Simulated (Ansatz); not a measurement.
Abridged output of a molecular run in Ansatz:

```
Functional definition: HF
1222 factors; integrals over basis functions are off by at most 1.1e-3 eV
mean field evaluation 1: about -13046.1054 eV, gradient 3.5e1 eV
mean field evaluation 2: about -13046.1085 eV, gradient 3.5e1 eV
mean field evaluation 4: about -13050.7608 eV, gradient 2.7e0 eV
mean field evaluation 8: about -13050.8302 eV, gradient 1.7e-1 eV
mean field -13050.83099220 eV, -479.6091927923 hartree, gradient 3.4e-6 eV, S^2 0.760114; 0 other end points of the search recorded, 0 dependent functions left out
8 core orbitals not correlated: weight in the atoms' cores, before any rotation towards them, 1.000 or more for the frozen orbitals, at most 0.000 for the correlated occupied ones
reference -13050.83099220 eV, -479.6091927923 hartree; 13, 12 occupied and 184, 185 virtual orbitals, 1222 factors
second order -20.23123260 eV of doubles, -0.00000000 eV of singles
cycle   1  -20.52611047 eV  change   -2.9e-1 eV  update   8.9e-2
cycle   2  -20.97100319 eV  change   -4.4e-1 eV  update   2.6e-2
cycle   3  -21.07819020 eV  change   -1.1e-1 eV  update   1.4e-2
cycle   4  -21.07112212 eV  change    7.1e-3 eV  update   3.6e-3
cycle   5  -21.07042691 eV  change    7.0e-4 eV  update   1.7e-3
cycle   6  -21.07097814 eV  change   -5.5e-4 eV  update   6.0e-4
cycle   7  -21.07088721 eV  change    9.1e-5 eV  update   2.8e-4
cycle   8  -21.07094393 eV  change   -5.7e-5 eV  update   1.4e-4
cycle   9  -21.07096984 eV  change   -2.6e-5 eV  update   6.8e-5
cycle  10  -21.07092350 eV  change    4.6e-5 eV  update   3.3e-5
cycle  11  -21.07094710 eV  change   -2.4e-5 eV  update   1.6e-5
perturbative correction -0.71952091 eV, -0.0264419059 hartree
Total energy: -13072.62146021 eV, -480.4099777218 hartree
Checks for a lower state left out: cluster_reference
```

Its atoms:

Z-matrix (Å, degrees):
```
Si
O 1 1.644
O 1 1.644 2 114.3
C 1 1.826 2 106.9 3 117.6
H 1 1.494 2 107.6 3 -119.7
H 2 0.957 1 117.6 3 86.4
H 3 0.957 1 117.8 2 -83.1
H 4 1.085 1 122.3 2 -151.3
H 4 1.085 1 122.3 2 30.5
```

(1) Which basis set was used?
A. def2-TZVPPD
B. def2-SVP
C. def2-QZVPP
D. def2-TZVPP

(2) Write the keys of the input that set method, charge and spin (a neutral closed shell needs none for the last two).

## Answers

(1) D. It gives 205 functions.

(2) 
```yaml
magnetization: {spin_polarized: true, initial_magnetization: 1}
correlation: {method: ccsd_t}
scf: {omitted_lower_state_checks: [cluster_reference]}
```
